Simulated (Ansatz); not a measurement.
Zn(SeH)(GeH3) (GeH4SeZn), SMILES [GeH3][Zn][SeH]. Atoms are numbered in the order given.

```xyz
7

Zn    -0.1082     0.1196    -0.1542
Se     0.8163     1.3819    -1.8756
H      2.1721     0.9850    -1.4391
Ge    -1.0825    -1.1748     1.6227
H     -1.1989    -2.6730     1.2560
H     -0.2439    -1.0919     2.9201
H     -2.5066    -0.6835     1.9750
```
Charge 0, spin multiplicity 1.

Geometry: B3LYP-D3(BJ)/def2-SVP. The structure was generated by enumeration; whether it is a known compound was not checked. The values are those of a single conformer.

Two levels are set side by side: PBE-D3(BJ)/def2-SVP (Ansatz, a quantum-chemistry and plane-wave program) and B3LYP-D3(BJ)/def2-SVP (Ansatz). Each level has its own optimised geometry; the coordinates shown are those of the second. Differences are taken from unrounded values.

```tsv
quantity	B3LYP-D3(BJ)	PBE-D3(BJ)	PBE-D3(BJ) minus B3LYP-D3(BJ)
mean bond length (Å)	1.808	1.810	0.002
bond Zn1–Se2 (Å)	2.326	2.318	-0.008
bond Zn1–Ge4 (Å)	2.405	2.391	-0.014
bond Se2–H3 (Å)	1.479	1.488	0.009
bond Ge4–H5 (Å)	1.547	1.555	0.008
bond Ge4–H6 (Å)	1.547	1.555	0.008
bond Ge4–H7 (Å)	1.547	1.555	0.008
```

On these quantities the two levels nearly agree.
